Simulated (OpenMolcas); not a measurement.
# Er³⁺: effect of the active space

| Item | Value |
| --- | --- |
| Program | OpenMolcas 26.06 |
| Method | CASSCF or its RAS form |
| Basis | ANO-RCC-VTZP |
| Scalar Hamiltonian | DKH2, point nucleus |
| Spin-orbit coupling | state interaction with AMFI integrals over the reference wave functions, term energies averaged over their components |

A. 11 electrons in 7 orbitals (4f); 2S+1 = 4 odd, 35 roots; 2S+1 = 2 odd, 112 roots (96 in the spin-orbit step); cost roughly 40 core-seconds
B. 11 electrons in 12 orbitals (RAS2 4f; RAS3 5d, at most 1 electron); 2S+1 = 4 odd, 35 roots; 2S+1 = 2 odd, 112 roots (96 in the spin-orbit step); 2S+1 = 6 even, 175 roots (96 in the spin-orbit step); 2S+1 = 4 even, 117 roots kept (CI in the orbitals of an earlier block, 65 in the spin-orbit step); 2S+1 = 2 even, 124 roots kept (CI in the orbitals of an earlier block, 0 in the spin-orbit step); cost of the order of 7 core-minutes

Energies in cm⁻¹ above 4f¹¹ ⁴I°_15/2, the measured ground level; measured values from the list in Tchang-Brillet, Wyart, Meftah and Ait Mammar, Atoms 6, 52 (2018).

```
                  Level      A      B  Measured
          4f¹¹ ⁴I°_15/2    0.0    0.0       0.0
          4f¹¹ ⁴I°_13/2   6573   6573      6508
          4f¹¹ ⁴I°_11/2  10612  10612     10172
           4f¹¹ ⁴I°_9/2  13421  13421     12469
    4f¹¹ ⁴F°_9/2 [63 %]  19077  19077     15405
4f¹¹ ²H°_11/2(1) [74 %]  22700  22700     19332
    4f¹¹ ⁴S°_3/2 [75 %]  23635  23635          
           4f¹¹ ⁴F°_7/2  25246  25246          
           4f¹¹ ⁴F°_5/2  27319  27319          
    4f¹¹ ⁴F°_3/2 [68 %]  27619  27619          
          4f¹¹ ²K°_15/2  32232  32232          
          4f¹¹ ⁴G°_11/2  32879  32879     26708
    4f¹¹ ²G°_7/2 [72 %]  33368  33368          
    4f¹¹ ⁴G°_9/2 [66 %]  34071  34071     27767
          4f¹¹ ²K°_13/2  37791  37791          
           4f¹¹ ²P°_1/2  40522  40522          
           4f¹¹ ⁴G°_7/2  40854  40854          
           4f¹¹ ⁴G°_5/2  41438  41438          
 4f¹¹ ²D°_5/2(1) [74 %]  42206  42206          
    4f¹¹ ⁴D°_5/2 [53 %]  50004  50004          
   4f¹¹ ²I°_11/2 [74 %]  50265  50265          
          4f¹¹ ²L°_17/2  50623  50623          
           4f¹¹ ⁴D°_7/2  52056  52056          
          4f¹¹ ²I°_13/2  52234  52234
```

Deviations, from unrounded energies. A percentage is the sum of absolute deviations over the sum of measured energies, with the sign that they share, or ± where signs differ.

| Against measurement | Levels | A | B |
| --- | --- | --- | --- |
| mean absolute deviation (cm-1) | 7 | 3000 | 3000 |
| fine structure of the ground term (%) | 3 | +5.0 | +5.0 |
| other terms of the ground configuration (%) | 4 | +21.9 | +21.9 |

A, B lie about equally close to measurement. The largest miss of B in the table is 4f¹¹ ⁴G°_9/2 [66 %], by +6300 cm-1. The ranking rests on the paired levels alone, and a cruder setting can come out closer through cancelling errors.

Between A and B no level of the table moves by more than 5 cm-1.

High states are left out of the spin-orbit mixing, which shifts the levels that they would mix with. Without dynamic correlation excited terms often stand tens of per cent too high (terms of higher spin than the ground term too low), and those without a measured partner can miss by more than the paired ones. Some levels mix across a computed gap that differs much from the measured one, so their mixing is not that of the real levels. Measured partners are found by configuration, term and J. A level has none where our copy of the source lacks it or the pairing is in doubt (some pairs that miss far off the trend of their configuration count as doubtful), and it then counts in no deviation. Levels of configurations outside the active space are missing. The table leaves out levels that lie high or whose names do not pair safely across all columns.

A share in square brackets marks a mixed level and gives the weight of the term that names it, the lowest over the columns. A number in round brackets counts repeated terms of one configuration in the order of the reference energies. ° marks odd parity.
